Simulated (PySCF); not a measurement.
**[TiBr4]-: angle to the S4 axis varied**

[TiBr4]-: Ti(III) (d1), charge -1. The structure is a model geometry with rigid ligands and bond lengths from ionic radii, not a minimum; coordination tetrahedral, point group Td, metal–donor distances 2.41 Å.

```
5

Ti    0.0000    0.0000    0.0000
Br    1.3914    1.3914    1.3914
Br   -1.3914   -1.3914    1.3914
Br   -1.3914    1.3914   -1.3914
Br    1.3914   -1.3914   -1.3914
```

Method (PySCF 2.14, density fitting): CASSCF(1,5) with orbitals averaged over all microstates of the shell, strongly contracted NEVPT2 on the averaged canonical orbitals; basis x2c-TZVPall on the metal, x2c-SVPall elsewhere; spin-free X2C; gas phase; spin-orbit coupling by state interaction with the mean-field operator over all roots.

The angle between each bond and z is 54.7° in a regular tetrahedron, less in an elongated one and 90° in a plane.

```json
{"angle to the S4 axis": "45.0°", "group": "D2d", "ground": "2B1 (from 2E)", "next state (NEVPT2) / cm⁻¹": "2A1 (from 2E) 1464", "orbital energies above the lowest (NEVPT2 fit) / cm⁻¹": "0 1464 2528 8534 8534", "μeff(300 K) / μB": "1.80"}
{"angle to the S4 axis": "50.0°", "group": "D2d", "ground": "2B1 (from 2E)", "next state (NEVPT2) / cm⁻¹": "2A1 (from 2E) 853", "orbital energies above the lowest (NEVPT2 fit) / cm⁻¹": "0 853 3960 7048 7048", "μeff(300 K) / μB": "1.78"}
{"angle to the S4 axis": "54.7°", "group": "Td", "ground": "2E", "next state (NEVPT2) / cm⁻¹": "2T2 5526", "orbital energies above the lowest (NEVPT2 fit) / cm⁻¹": "0 0 5526 5526 5526", "μeff(300 K) / μB": "1.78"}
{"angle to the S4 axis": "60.0°", "group": "D2d", "ground": "2A1 (from 2E)", "next state (NEVPT2) / cm⁻¹": "2B1 (from 2E) 1194", "orbital energies above the lowest (NEVPT2 fit) / cm⁻¹": "0 1194 4941 4941 8737", "μeff(300 K) / μB": "1.78"}
{"angle to the S4 axis": "65.0°", "group": "D2d", "ground": "2A1 (from 2E)", "next state (NEVPT2) / cm⁻¹": "2B1 (from 2E) 2507", "orbital energies above the lowest (NEVPT2 fit) / cm⁻¹": "0 2507 4529 4529 12219", "μeff(300 K) / μB": "1.79"}
{"angle to the S4 axis": "72.0°", "group": "D2d", "ground": "2A1", "next state (NEVPT2) / cm⁻¹": "2E 4206", "orbital energies above the lowest (NEVPT2 fit) / cm⁻¹": "0 4206 4206 4490 17494", "μeff(300 K) / μB": "1.79"}
{"angle to the S4 axis": "80.0°", "group": "D2d", "ground": "2A1", "next state (NEVPT2) / cm⁻¹": "2E 4205", "orbital energies above the lowest (NEVPT2 fit) / cm⁻¹": "0 4205 4205 6621 23136", "μeff(300 K) / μB": "1.79"}
{"angle to the S4 axis": "90.0°", "group": "D4h", "ground": "2A1g", "next state (NEVPT2) / cm⁻¹": "2Eg 4387", "orbital energies above the lowest (NEVPT2 fit) / cm⁻¹": "0 4387 4387 7928 26507", "μeff(300 K) / μB": "1.79"}
```

At 54.7° the ground state is orbitally degenerate, so the regular structure would distort there (Jahn–Teller).

Charge-transfer states lie outside this active space and may come lower than some of these levels. NEVPT2 on the d shell alone tends to put d–d bands too high for such charged or covalently bound ions.
